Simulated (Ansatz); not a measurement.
`C[O][V](=[NH])([O]C)[O]C`, relaxed with RKS PBE0-D4/def2-TZVP in Ansatz from a PBE-D4/def2-SVP geometry. The force threshold is 0.005 eV/Å; the program also tests the step.

Charge 0, multiplicity 1.

Start:

```xyz
18

C     0.304    1.907   -1.882
O     0.969    0.711   -1.538
V     0.302   -0.191   -0.134
N     1.248   -1.498    0.082
O    -1.357   -0.714   -0.469
C    -2.009   -1.936   -0.676
O     0.333    0.818    1.323
C     1.011    0.820    2.547
H    -0.330    2.310   -1.054
H     1.053    2.691   -2.134
H    -0.351    1.755   -2.771
H     1.832   -2.330    0.228
H    -2.428   -1.982   -1.707
H    -2.856   -2.047    0.040
H    -1.317   -2.798   -0.540
H     0.285    0.811    3.392
H     1.679   -0.066    2.648
H     1.633    1.739    2.645
```

```tsv
step	energy (eV)	largest force (eV/Å)	largest move (Å)
1	-36581.9450	0.591	0.000
2	-36582.0174	0.187	0.034
3	-36582.0250	0.033	0.023
4	-36582.0253	0.019	0.016
5	-36582.0257	0.026	0.058
6	-36582.0259	0.019	0.020
7	-36582.0262	0.073	0.081
8	-36582.0264	0.029	0.006
9	-36582.0266	0.035	0.021
10	-36582.0267	0.010	0.023
11	-36582.0268	0.061	0.056
12	-36582.0270	0.021	0.002
13	-36582.0270	0.014	0.010
14	-36582.0271	0.006	0.023
15	-36582.0271	0.022	0.032
16	-36582.0271	0.007	0.003
17	-36582.0271	0.002	0.005
18	-36582.0271	0.002	0.008
19	-36582.0271	0.001	0.008
```

End:

```xyz
18

C     0.274    1.878   -1.870
O     0.969    0.703   -1.533
V     0.320   -0.196   -0.138
N     1.262   -1.489    0.066
O    -1.331   -0.705   -0.456
C    -2.013   -1.906   -0.655
O     0.360    0.804    1.305
C     1.036    0.816    2.525
H    -0.587    2.075   -1.214
H     0.949    2.737   -1.801
H    -0.101    1.800   -2.896
H     1.829   -2.310    0.223
H    -2.402   -1.947   -1.678
H    -2.857   -1.970    0.040
H    -1.356   -2.767   -0.494
H     0.314    0.846    3.347
H     1.665   -0.073    2.639
H     1.671    1.706    2.589
```

It took 57 s on 4 threads of an AMD EPYC 7R13 on a shared host and a share of an NVIDIA H100 80 GB, with 1 GiB of host memory at the peak.
